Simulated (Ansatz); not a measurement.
Compare A (`CBCCO`) with its isomer B (`CBOCC`).

Computed with Ansatz on PBE0-D4/def2-TZVP structures; ΔE is electronic, products minus reactants. CCSD(T)/CBS is the MP2 limit (def2-TZVPP, def2-QZVPP) plus CCSD(T) − MP2 in def2-TZVPP, frozen cores. Functionals use def2-TZVPP. Each species was taken in one conformer, which may not be the lowest.

**Question.** Which isomer does CCSD(T)/CBS put lower? Give the gap. (An estimate is asked.)

**Answer.** Computed: B, by 152.0 kJ/mol.

**Question.** Give E(B) − E(A) in kJ/mol with ωB97M-V, BLYP-D4, B2PLYP, CCSD(T)/def2-TZVPP, MP2/def2-TZVPP, HF/def2-TZVPP, LDA (SPW92). (Estimate.)

**Answer.** Computed: ωB97M-V -151.8, BLYP-D4 -157.5, B2PLYP -158.7, CCSD(T)/def2-TZVPP -154.5, MP2/def2-TZVPP -154.8, HF/def2-TZVPP -160.0, LDA (SPW92) -152.9. None reverses the order clearly.

**Question.** Does the order hold for the free energy at 298.15 K (harmonic terms from PBE0-D4)? (Best estimate.)

**Answer.** Ansatz gave: Yes: G(B) − G(A) = -145.6 kJ/mol, for one conformer each. Modes under 60 cm⁻¹, often nearly free rotors, make the harmonic entropy too high.

Largest T1 diagnostic: 0.012.

Leaving LDA and LC-ωPBE aside and taking each functional with its dispersion term where it has one, the values, not all of them listed here, spread over 11.9 kJ/mol, from CAM-B3LYP-D4 to revPBE-D4. In def2-TZVPP, CCSD(T) changes the Hartree–Fock value by +5.5 kJ/mol (the triples alone add −0.5 kJ/mol) and MP2 by +5.2 kJ/mol.
